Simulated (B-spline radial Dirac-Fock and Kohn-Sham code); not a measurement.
# Be²⁺ 1s: cross section and angular parameters

System: Be²⁺, 1s2; threshold 149.5 eV (orbital energy of the model). The computed values come from an atomic code on a B-spline grid: Dirac-Hartree-Slater photoionisation with a Latter tail; cross sections with all multipoles, angular parameters from the dipole term and its interference with E2.

For linearly polarised light dσ/dΩ = σ/(4π) [1 + β P₂(cos θ) + (δ + γ cos²θ) sin θ cos φ], with θ from the polarisation vector and φ the angle between the beam and the projection of the electron momentum on the plane normal to the polarisation.

| hν (eV) | σ (kb) | β | γ |
| --- | --- | --- | --- |
| 200 | 640 | 2.000 | 0.148 |
| 296 | 238 | 2.000 | 0.252 |
| 309 | 213 | 2.000 | 0.263 |
| 329 | 181 | 2.000 | 0.279 |
| 332 | 177 | 2.000 | 0.281 |
| 334 | 174 | 2.000 | 0.283 |
| 339 | 167 | 2.000 | 0.287 |
| 400 | 108 | 2.000 | 0.331 |
| 489 | 62.7 | 2.000 | 0.387 |
| 793 | 16.4 | 2.000 | 0.541 |
| 852 | 13.3 | 2.000 | 0.568 |
| 1000 | 8.39 | 2.000 | 0.632 |
| 1010 | 8.15 | 2.000 | 0.636 |
| 1253.6 | 4.32 | 2.000 | 0.731 |
| 1350 | 3.46 | 2.000 | 0.766 |
| 1430 | 2.92 | 2.000 | 0.795 |
| 1486.9 | 2.59 | 2.000 | 0.815 |
| 1560 | 2.24 | 2.000 | 0.840 |
| 1580 | ? | ? | ? |
| 2480 | 0.535 | 2.000 | 1.122 |
| 5414.7 | 0.0432 | 2.000 | 1.711 |
| 8830 | 0.00879 | 2.000 | 2.186 |
| 10500 | 0.00498 | 2.000 | 2.392 |
| 15000 | 0.00153 | 2.000 | 2.883 |

Problem. Give the values at 1580 eV.

Solution. σ = 2.16 kb, β = 2.000, γ = 0.847. For an s subshell δ is negligible.
